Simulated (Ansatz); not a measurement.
## Molecular dynamics of BH$_{3}$O$_{3}$

Input file:

```yaml
crystal:
  periodic: [false, false, false]
  atoms:
    - { symbol: B, position_ang: [0.068619, -0.271998, 0.099964] }
    - { symbol: O, position_ang: [-0.096502, -0.031358, 1.433807] }
    - { symbol: H, position_ang: [-1.007215, -0.026673, 1.733421] }
    - { symbol: O, position_ang: [1.34213, -0.260055, -0.372445] }
    - { symbol: H, position_ang: [1.362056, -0.447727, -1.315066] }
    - { symbol: O, position_ang: [-0.953642, -0.520862, -0.784304] }
    - { symbol: H, position_ang: [-1.834847, -0.521325, -0.404676] }
basis:
  gaussian: { orbitals: def2-SVP }
hamiltonian:
  xc: pbe0
  dispersion: d4
md:
  timestep: 3.0
  n_steps: 40
  ensemble: nvt_langevin
  temperature: 100.0
  initial_velocities: maxwell_boltzmann
  seed: 615927
  friction: 0.001
```

Command:

```bash
$ ansatz run input.yaml --threads 1 --pin off --max-ram 2048MiB --backend cpu --events-out ev --progress --plain --runs-dir out
```

It starts from a relaxed structure.

Output, in part (step lines, the closing report, with atoms numbered from 0):

```
md step     0: t =     0.00 fs  T =    85.7 K  F+E_penalty+E_count = -6857.93469300 eV  E_kin = 0.077556 eV  (23 SCF iters)
md step     7: t =    21.00 fs  T = 1897117.9 K  F+E_penalty+E_count = -6819.39662218 eV  E_kin = 1716.550176 eV  (56 SCF iters)
md step     8: t =    24.00 fs  T = 2496040.8 K  F+E_penalty+E_count = -6836.22451446 eV  E_kin = 2258.467638 eV  (88 SCF iters)
md step     9: t =    27.00 fs  T = 2482559.1 K  F+E_penalty+E_count = -6834.41290885 eV  E_kin = 2246.269114 eV  (190 SCF iters)
md step    10: t =    30.00 fs  T = 2465510.8 K  F+E_penalty+E_count = -6832.72003495 eV  E_kin = 2230.843435 eV  (236 SCF iters)
md step    11: t =    33.00 fs  T = 2452059.9 K  F+E_penalty+E_count = -6833.58652195 eV  E_kin = 2218.672813 eV  (278 SCF iters)
md step    12: t =    36.00 fs  T = 2441693.2 K  F+E_penalty+E_count = -6836.73583558 eV  E_kin = 2209.292819 eV  (339 SCF iters)
md step    13: t =    39.00 fs  T = 15613540.9 K  F+E_penalty+E_count = -6710.18492628 eV  E_kin = 14127.443997 eV  (200 SCF iters)
[... lines left out ...]
md step    37: t =   111.00 fs  T = 48382779.8 K  F+E_penalty+E_count = -6822.13578822 eV  E_kin = 43777.706464 eV  (505 SCF iters)
md step    38: t =   114.00 fs  T = 48095324.2 K  F+E_penalty+E_count = -6821.88604726 eV  E_kin = 43517.610853 eV  (433 SCF iters)
md step    39: t =   117.00 fs  T = 47809960.7 K  F+E_penalty+E_count = -6821.91458467 eV  E_kin = 43259.408324 eV  (426 SCF iters)
md step    40: t =   120.00 fs  T = 47521976.8 K  F+E_penalty+E_count = -6822.12630764 eV  E_kin = 42998.834717 eV  (1455 SCF iters)
Total energy: -6822.12637868 eV, -250.7085202133 hartree
Atom 0 at     4.525585     0.362703     2.747529 Å, force    -0.759296    -0.771852    -3.406055 eV/Å
Atom 1 at   119.658609    13.539447    77.329601 Å, force    -0.000001     0.000000     0.000000 eV/Å
Atom 2 at -1937.958171  -218.785799 -1215.941619 Å, force     0.000000     0.000000     0.000000 eV/Å
Atom 3 at     4.259187     0.091916     1.552596 Å, force     0.759300     0.771854     3.406064 eV/Å
Atom 4 at    93.402097    51.302218   325.715307 Å, force    -0.000004    -0.000002    -0.000015 eV/Å
Atom 5 at    19.111870    -7.273820   -38.473855 Å, force    -0.000001     0.000001     0.000005 eV/Å
Atom 6 at  -468.712373    43.242807   226.202841 Å, force     0.000000    -0.000000    -0.000000 eV/Å
Dipole moment:  -100.713269    -5.273801   -28.422457 e Å
```

The steps, from the saved trajectory:

```csv
time (fs),T (K),potential energy less start (eV)
0,86,0.000
3,92,0.097
6,472,0.723
9,985,4.508
12,2856,6.009
15,389091,28.870
18,1671569,15.018
21,1897118,38.538
24,2496041,21.710
27,2482559,23.522
30,2465511,25.215
33,2452060,24.348
36,2441693,21.199
39,15613541,147.750
42,55555918,36.006
45,55220164,35.711
48,54888906,36.339
51,54560264,35.703
54,54235932,36.098
57,53911390,36.283
60,53588880,35.840
63,53264552,35.950
66,52943867,36.125
69,52624614,35.770
72,52307905,36.250
75,51996093,36.184
78,51680678,35.724
81,51373375,36.270
84,51067605,35.805
87,50758454,35.940
90,50451591,36.275
93,50154163,35.965
96,49853681,35.779
99,49555941,36.275
102,49259536,35.721
105,48964586,36.153
108,48671191,36.258
111,48382780,35.799
114,48095324,36.049
117,47809961,36.020
120,47521977,35.808
```

The run went to its last step. The temperature shot up to 5.6e+07 K, far beyond the bath's, so the integration failed: the time step of 3 fs is too long for the fastest motions that this run met, and the later frames carry no physical meaning.

Parted: B1–O2 1.37 → 137.81 Å, B1–O6 1.37 → 44.39 Å, O2–H3 0.96 → 2441.38 Å, O4–H5 0.96 → 340.07 Å, O6–H7 0.96 → 557.30 Å. It ends as BO + H + H + H + O + O. Pairs count as bonded within 1.25 times the sum of covalent radii (0.12 Å more for H–H).

Last frame:

```xyz
7
Properties=species:S:1:pos:R:3
B 4.526 0.363 2.748
O 119.659 13.539 77.330
H -1937.958 -218.786 -1215.942
O 4.259 0.092 1.553
H 93.402 51.302 325.715
O 19.112 -7.274 -38.474
H -468.712 43.243 226.203
```

The run took 7.2 min on 1 thread of Arm Neoverse V1, with other jobs on the host, peak memory 0.16 GiB.
